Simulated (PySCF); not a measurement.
**Spinor energies of As⁶⁺ (arsenic, charge +6)**

Start: [Ar] 3d9; 3d3/2 filled at m_j = -3/2, -1/2, +1/2, +3/2; 3d5/2 filled at m_j = -3/2, -1/2, +1/2, +3/2, +5/2. Calculated with PySCF 2.14 in an uncontracted even-tempered set (18 s from 0.27 bohr⁻², ratio 2.8; 13 p from 0.35 bohr⁻², ratio 2.8; 9 d from 0.35 bohr⁻², ratio 2.8; 4 f from 3 bohr⁻², ratio 3): generalised Hartree-Fock with the X2C-1e Hamiltonian and a Gaussian nucleus; spin-orbit coupling (SO) screened by Boettger's factors.

| spinor shell | electrons | ε, screened SO (eV) | weight of nominal j (screened SO) | rms radius, screened SO (bohr) |
| --- | --- | --- | --- | --- |
| 1s1/2 | 2 | -12047.0 | 1.000 | 0.0524 |
| 2s1/2 | 2 | -1673.7 | 1.000 | 0.219 |
| 2p1/2 | 2 | -1501.2 | 1.000 | 0.194 |
| 3s1/2 | 2 | -321.69 | 1.000 | 0.633 |
| 3p1/2 | 2 | -262.81 | 0.966 | 0.648 |
| 3p3/2 | 4 | -255.12 | 0.983 | 0.658 |
| 3d3/2 | 4 | -154.59 | 0.871 | 0.695 |
| 3d5/2 | 5 | -152.73 | 0.896 | 0.700 |

Problem. Where does 2p3/2 lie, and what is the 2p spin-orbit splitting (screened SO)?

Solution. At -1463.2 eV, 38.027 eV above 2p1/2.

```tsv
quantity	screened SO
E (hartree)	-2248.59672
M_J	5/2
⟨J²⟩	8.752
⟨L²⟩	6.004
⟨S²⟩	0.753
```

Each row is a mean over spinors that exchange with the open shell spreads, by up to 9.678 eV (3p3/2).

Rows whose weight is well below 1 are mixtures of j = l ± 1/2: exchange outweighs spin-orbit coupling there, and the label is only the starting occupation.
